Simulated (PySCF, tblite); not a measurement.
Isomers of C6H8NOP, one GFN2-xTB conformer each. Single-point energies are computed at PBE0/pcSseg-1 (PySCF, gas phase, no added dispersion term), electronic only.

**Question.** Rank them by PBE0/pcSseg-1 energy, lowest first (kcal/mol).
A. `[CH3:1][CH2:2][n:3]1[cH:4][p:5][cH:6][c:7]1[CH:8]=[O:9]` with C1–C2–N3–C4 93°, C6–C7–C8–O9 -179°
B. `[CH3:1][O:2][c:3]1[n:4][c:5]([CH3:6])[cH:7][cH:8][p:9]1` with C1–O2–C3–N4 0°
C. `[CH3:1][O:2][c:3]1[p:4][cH:5][n:6][cH:7][c:8]1[CH3:9]` with C1–O2–C3–P4 0°
D. `[CH3:1][C:2](=[O:3])[c:4]1[p:5][cH:6][cH:7][n:8]1[CH3:9]` with C1–C2–C4–P5 0°

**Answer.** D (0.0), A (4.4), B (10.6), C (18.7).

As drawn, the lowest has a C=O bond, which the highest lacks. GFN2-xTB itself gives, in the same order: 0.0, 7.5, 6.4, 12.5. Both levels put the same isomer lowest; measured from each level's own lowest isomer, the values differ by up to 6.2 kcal/mol (COc1pcncc1C: 12.5 against 18.7).

**Question.** Which frontier levels, dipoles and rotational constants go with these structures?

**Answer.** 
```tsv
SMILES	HOMO (eV, PBE0/pcSseg-1)	LUMO (eV)	dipole (D)	A, B, C (MHz)
CC(=O)c1pccn1C	-6.82	-1.76	2.42	2054, 1455, 860.9
CCn1cpcc1C=O	-6.85	-1.68	1.61	2307, 1166, 828.7
COc1nc(C)ccp1	-6.50	-1.59	2.35	1852, 1399, 804.9
COc1pcncc1C	-6.96	-1.48	2.75	1989, 1464, 852.3
```

**Question.** What happens when harmonic zero-point energies from GFN2-xTB frequencies are added?

**Answer.** 
```json
{"SMILES": "CC(=O)c1pccn1C", "ZPE (kcal/mol)": "81.0", "electronic (kcal/mol)": "0.0", "with ZPE (kcal/mol)": "0.0"}
{"SMILES": "CCn1cpcc1C=O", "ZPE (kcal/mol)": "81.4", "electronic (kcal/mol)": "4.4", "with ZPE (kcal/mol)": "4.8"}
{"SMILES": "COc1nc(C)ccp1", "ZPE (kcal/mol)": "80.5", "electronic (kcal/mol)": "10.6", "with ZPE (kcal/mol)": "10.1"}
{"SMILES": "COc1pcncc1C", "ZPE (kcal/mol)": "80.7", "electronic (kcal/mol)": "18.7", "with ZPE (kcal/mol)": "18.4"}
```

The zero-point energies span 0.9 kcal/mol. The order is unchanged.

**Question.** As an exercise, what shares would exp(−E/RT) give at 500 K from these electronic energies alone (no entropy, no degeneracies)?

**Answer.** RT = 0.994 kcal/mol: CC(=O)c1pccn1C 98.8 %, CCn1cpcc1C=O 1.2 %, COc1nc(C)ccp1 under 0.1 %, COc1pcncc1C under 0.1 %.
